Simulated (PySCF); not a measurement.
Bi(Br)3, BiBr₃, SMILES [Br][Bi]([Br])[Br], CAM-B3LYP/def2-SVP optimised geometry.

```
4

Bi    -1.08    -1.29     0.00
Br     1.52    -1.29     0.00
Br    -1.52    -1.80    -2.52
Br    -1.52     1.29     0.00
```

Density from CAM-B3LYP/def2-TZVP, def2 effective core potentials past Kr in PySCF at that geometry. The core electrons that the potentials of Bi replace are not part of the density.

Minimum of the electron density along straight lines between bonded atoms, close to the bond critical point (lines longer than 1.1 times the sum of covalent radii, or with two minima, are not listed):

| bond | length / Å | ρ at the minimum / e bohr⁻³ | ∇²ρ there / e bohr⁻⁵ | position (fraction from the first atom) |
|---|---|---|---|---|
| Bi1–Br2 | 2.608 | 0.072 | 0.09 | 0.49 |
| Bi1–Br3 | 2.608 | 0.072 | 0.09 | 0.49 |
| Bi1–Br4 | 2.608 | 0.072 | 0.09 | 0.49 |
